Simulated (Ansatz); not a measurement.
Input file for Ansatz (a quantum-chemistry and plane-wave program): U-B97M-V/def2-TZVPP on NaRu, 2S+1 = 4, a spin state set in the input, which need not be the lowest, a point of a bond scan (R = 2.802 Å). Elements past Kr take the def2 small-core potentials; no spin–orbit coupling.

Ansatz 0.2 input:
```yaml
crystal:
  periodic: [false, false, false]
  atoms:
    - {symbol: Ru, position_ang: [0.00000000, 0.00000000, 0.00000000]}
    - {symbol: Na, position_ang: [0.00000000, 0.00000000, 2.80240400]}
basis:
  gaussian:
    orbitals: def2-TZVPP
    pivot_positions_ang: [[0.00000000, 0.00000000, 0.00000000], [0.00000000, 0.00000000, 2.80240400]]
hamiltonian:
  xc: {name: B97M-V}
magnetization: {spin_polarized: true, initial_magnetization: 3}
output: {forces: true, orbitals: {seedname: ./end}}
```

Output:

```
WARN ansatz: RAYON_NUM_THREADS=1 ignored (pool sized by the plan → 1); use --threads N
Functional definition: B97M-V
integrals: 0.04 GiB planned
606 factors; their error is unknown
mean field: 0.43 GiB planned
mean field evaluation 1: about -6983.9457 eV, gradient 4.6e1 eV
mean field evaluation 2: about -6673.4805 eV, gradient 1.3e2 eV
mean field evaluation 4: about -6991.4357 eV, gradient 2.0e1 eV
mean field evaluation 8: about -6995.4270 eV, gradient 3.0e0 eV
mean field evaluation 16: about -6995.4966 eV, gradient 1.2e-3 eV
mean field evaluation 32: about -6995.6621 eV, gradient 1.9e-5 eV
mean field evaluation 64: about -6995.3658 eV, gradient 5.6e0 eV
mean field evaluation 96: about -6995.5691 eV, gradient 8.3e-3 eV
mean field evaluation 128: about -6995.6389 eV, gradient 6.0e-1 eV
mean field evaluation 160: about -6995.6501 eV, gradient 1.8e0 eV
mean field -6995.66213222 eV, -257.0858415290 hartree, gradient 5.1e-6 eV, S^2 3.852873; 11 other end points of the search recorded, 0 dependent functions left out
the calculation of the forces begins
reference -6995.66219097 eV, -257.0858436881 hartree; 15, 12 occupied and 73, 76 virtual orbitals, 606 factors
Total energy: -6995.66219097 eV, -257.0858436881 hartree
Atom 0 at     0.000000     0.000000     0.000000 Å, force     0.000000     0.000000    -0.021945 eV/Å
Atom 1 at     0.000000     0.000000     2.802404 Å, force    -0.000000    -0.000000     0.021945 eV/Å
Dipole moment:    -0.000000    -0.000000     0.846745 e Å
```

The run converged. Its determinant has ⟨S²⟩ = 3.85, a mixture of spin states.

Cost: roughly 40 core-seconds.
